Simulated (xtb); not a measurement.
I2Pb, singlet, from a rough starting geometry (GFN-xTB shapes and energies of metal compounds can be far from the true ones); GFN2-xTB run with xtb.

xtb was given this input:
```
$ xtb mol.xyz --gfn 2 --opt vtight --json

# file mol.xyz
3

Pb    -0.04484005     0.00179586     1.14139879
I      1.01426414    -1.83717825    -0.56164328
I     -1.07847974     1.87448116    -0.55481135
```

**Question.** Write the output that xtb gives for this input, abridged.

**Answer.** 
```
   ID    Z sym.   atoms
    1   82 Pb     1
    2   53 I      2, 3

           -------------------------------------------------
          |                Calculation Setup                |
           -------------------------------------------------

           -------------------------------------------------
          |                 G F N 2 - x T B                 |
           -------------------------------------------------

          ...................................................
          :                      SETUP                      :
          :.................................................:
          :  # basis functions                  24          :
          :  # atomic orbitals                  22          :
          :  # shells                            8          :
          :  # electrons                        18          :
          :  max. iterations                   250          :
          :  Hamiltonian                  GFN2-xTB          :
          :  restarted?                      false          :
          :  GBSA solvation                  false          :
          :  PC potential                    false          :
          :  electronic temp.          300.0000000     K    :
          :  accuracy                    1.0000000          :
          :  -> integral cutoff          0.2500000E+02      :
          :  -> integral neglect         0.1000000E-07      :
          :  -> SCF convergence          0.1000000E-05 Eh   :
          :  -> wf. convergence          0.1000000E-03 e    :
          :  Broyden damping             0.4000000          :
          :  net charge                          0          :
          :  unpaired electrons                  0          :
          ...................................................

 iter      E             dE          RMSdq      gap      omega  full diag
   1    -10.0813633 -0.100814E+02  0.146E+01    3.30       0.0  T
   2    -10.0847560 -0.339265E-02  0.875E+00    2.97       1.0  T
   3    -10.0857738 -0.101778E-02  0.210E+00    3.08       1.0  T
   4    -10.0865098 -0.736051E-03  0.143E+00    2.94       1.0  T
   5    -10.0867070 -0.197125E-03  0.239E-01    2.98       1.0  T
   6    -10.0867072 -0.246102E-06  0.109E-01    2.96       1.0  T
   7    -10.0867115 -0.427510E-05  0.210E-02    2.98       2.7  T
   8    -10.0867115  0.118465E-07  0.111E-02    2.97       5.2  T
   9    -10.0867115 -0.323768E-07  0.506E-03    2.98      11.4  T
  10    -10.0867115 -0.822366E-08  0.317E-04    2.98     182.3  T
  11    -10.0867115 -0.948575E-11  0.230E-04    2.98     251.2  T

   *** convergence criteria satisfied after 11 iterations ***

         :::::::::::::::::::::::::::::::::::::::::::::::::::::
         ::                     SUMMARY                     ::
         :::::::::::::::::::::::::::::::::::::::::::::::::::::
         :: total energy             -10.079827761014 Eh    ::
         :: gradient norm              0.007284514870 Eh/a0 ::
         :: HOMO-LUMO gap              2.975117906300 eV    ::
         ::.................................................::
         :: SCC energy               -10.086711460562 Eh    ::
         :: -> isotropic ES            0.031430148438 Eh    ::
         :: -> anisotropic ES          0.006270654090 Eh    ::
         :: -> anisotropic XC         -0.007496127209 Eh    ::
         :: -> dispersion             -0.003196664430 Eh    ::
         :: repulsion energy           0.006883699548 Eh    ::
         :: add. restraining           0.000000000000 Eh    ::
         :: total charge              -0.000000000000 e     ::
         :::::::::::::::::::::::::::::::::::::::::::::::::::::

      -----------------------------------------------------------
     |                   =====================                   |
     |                        A N C O P T                        |
     |                   =====================                   |
     |               Approximate Normal Coordinate               |
     |                Rational Function Optimizer                |
      -----------------------------------------------------------
      -----------------------------------------------------------
     |                   =====================                   |
     |                        A N C O P T                        |
     |                   =====================                   |
     |               Approximate Normal Coordinate               |
     |                Rational Function Optimizer                |
      -----------------------------------------------------------

          ...................................................
          :                      SETUP                      :
          :.................................................:
          :   optimization level         verytight          :
          :   max. optcycles                   200          :
          :   ANC micro-cycles                  20          :
          :   degrees of freedom                 3          :
          :.................................................:
          :   RF solver                   davidson          :
          :   write xtbopt.log                true          :
          :   linear?                        false          :
          :   energy convergence         0.1000000E-06 Eh   :
          :   grad. convergence          0.2000000E-03 Eh/α :
          :   maxmium RF displ.          1.0000000          :
          :   Hlow (freq-cutoff)         0.1000000E-01      :
          :   Hmax (freq-cutoff)         5.0000000          :
          :   S6 in model hess.         20.0000000          :
          ...................................................

generating ANC from exact Hessian ...
Using Lindh-Hessian (1995)
 Shifting diagonal of input Hessian by    8.3950631085378778E-003
 Lowest  eigenvalues of input Hessian
    0.000000    0.000000    0.000000    0.000000    0.000000    0.000000
[...]
 * total energy  :   -10.0798278 Eh     change       -0.1340972E-10 Eh
 * total energy  :   -10.0736489 Eh     change        0.6178869E-02 Eh
 * total energy  :   -10.0798112 Eh     change       -0.6162321E-02 Eh
 * total energy  :   -10.0748977 Eh     change        0.4913504E-02 Eh
 * total energy  :   -10.0799497 Eh     change       -0.5051953E-02 Eh
 * total energy  :   -10.0799471 Eh     change        0.2536183E-05 Eh
 * total energy  :   -10.0799564 Eh     change       -0.9254034E-05 Eh
 * total energy  :   -10.0799562 Eh     change        0.2238006E-06 Eh
 * total energy  :   -10.0799567 Eh     change       -0.5038464E-06 Eh
 * total energy  :   -10.0799567 Eh     change       -0.6818013E-10 Eh
   *** GEOMETRY OPTIMIZATION CONVERGED AFTER 10 ITERATIONS ***
[...]
          :  PC potential                    false          :
          :  electronic temp.          300.0000000     K    :
          :  accuracy                    1.0000000          :
          :  -> integral cutoff          0.2500000E+02      :
          :  -> integral neglect         0.1000000E-07      :
          :  -> SCF convergence          0.1000000E-05 Eh   :
          :  -> wf. convergence          0.1000000E-03 e    :
          :  Broyden damping             0.4000000          :
          :  net charge                          0          :
          :  unpaired electrons                  0          :
          ...................................................

 iter      E             dE          RMSdq      gap      omega  full diag
   1    -10.0860108 -0.100860E+02  0.549E-05    2.92       0.0  T
   2    -10.0860108 -0.282441E-12  0.424E-05    2.92    1363.1  T
   3    -10.0860108 -0.190070E-12  0.259E-05    2.92    2231.9  T

   *** convergence criteria satisfied after 3 iterations ***

         :::::::::::::::::::::::::::::::::::::::::::::::::::::
         ::                     SUMMARY                     ::
         :::::::::::::::::::::::::::::::::::::::::::::::::::::
         :: total energy             -10.079956660166 Eh    ::
         :: gradient norm              0.000001384856 Eh/a0 ::
         :: HOMO-LUMO gap              2.917711359028 eV    ::
         ::.................................................::
         :: SCC energy               -10.086010716139 Eh    ::
         :: -> isotropic ES            0.032130145791 Eh    ::
         :: -> anisotropic ES          0.006142399771 Eh    ::
         :: -> anisotropic XC         -0.006729469741 Eh    ::
         :: -> dispersion             -0.003186251839 Eh    ::
         :: repulsion energy           0.006054055972 Eh    ::
         :: add. restraining           0.000000000000 Eh    ::
         :: total charge              -0.000000000000 e     ::
         :::::::::::::::::::::::::::::::::::::::::::::::::::::

           -------------------------------------------------
          |                Property Printout                |
           -------------------------------------------------

    * Orbital Energies and Occupations

         #    Occupation            Energy/Eh            Energy/eV
      -------------------------------------------------------------
         1        2.0000           -0.9180770             -24.9821
         2        2.0000           -0.7327871             -19.9402
         3        2.0000           -0.7244569             -19.7135
         4        2.0000           -0.4577060             -12.4548
         5        2.0000           -0.4451719             -12.1137
         6        2.0000           -0.4293412             -11.6830
         7        2.0000           -0.4132500             -11.2451
         8        2.0000           -0.4099310             -11.1548
         9        2.0000           -0.4096238             -11.1464 (HOMO)
        10                         -0.3023999              -8.2287 (LUMO)
        11                         -0.1608194              -4.3761
        12                         -0.1053013              -2.8654
        13                          0.0282191               0.7679
        14                          0.0379522               1.0327
        15                          0.0382307               1.0403
        16                          0.0389206               1.0591
        17                          0.0417234               1.1354
        18                          0.0461973               1.2571
        19                          0.0653705               1.7788
        20                          0.1076770               2.9300
       ...                                ...                  ...
        22                          0.4370513              11.8928
      -------------------------------------------------------------
                  HL-Gap            0.1072239 Eh            2.9177 eV
             Fermi-level           -0.3560119 Eh           -9.6876 eV

     #   Z          covCN         q      C6AA      α(0)
     1  82 Pb       1.845     0.555   426.683    43.077
     2  53 I        0.932    -0.277   392.841    34.215
     3  53 I        0.932    -0.277   392.841    34.215

 Mol. C6AA /au·bohr⁶  :       3618.136520
 Mol. C8AA /au·bohr⁸  :     407241.845638
 Mol. α(0) /au        :        111.507303

Wiberg/Mayer (AO) data.
largest (>0.10) Wiberg bond orders for each atom

 ---------------------------------------------------------------------------
     #   Z sym  total        # sym  WBO       # sym  WBO       # sym  WBO
 ---------------------------------------------------------------------------
     1  82 Pb   2.087 --     2 I    1.044     3 I    1.044
     2  53 I    1.094 --     1 Pb   1.044
     3  53 I    1.094 --     1 Pb   1.044
 ---------------------------------------------------------------------------

Topologies differ in total number of bonds
Writing topology from bond orders to xtbtopo.mol

molecular dipole:
                 x           y           z       tot (Debye)
 q only:       -0.016      -0.013       1.791
   full:       -0.029      -0.025       3.290       8.362
molecular quadrupole (traceless):
                xx          xy          yy          xz          yz          zz
 q only:        0.273       5.859      -6.818      -0.196       0.018       6.546
  q+dip:        2.191      14.563     -15.433      -0.327       0.036      13.242
   full:        2.888      14.771     -14.986      -0.309       0.050      12.098

optimized geometry written to: xtbopt.xyz

           -------------------------------------------------
          | TOTAL ENERGY              -10.079956660166 Eh   |
          | GRADIENT NORM               0.000001384856 Eh/α |
          | HOMO-LUMO GAP               2.917711359028 eV   |
           -------------------------------------------------

normal termination of xtb
```
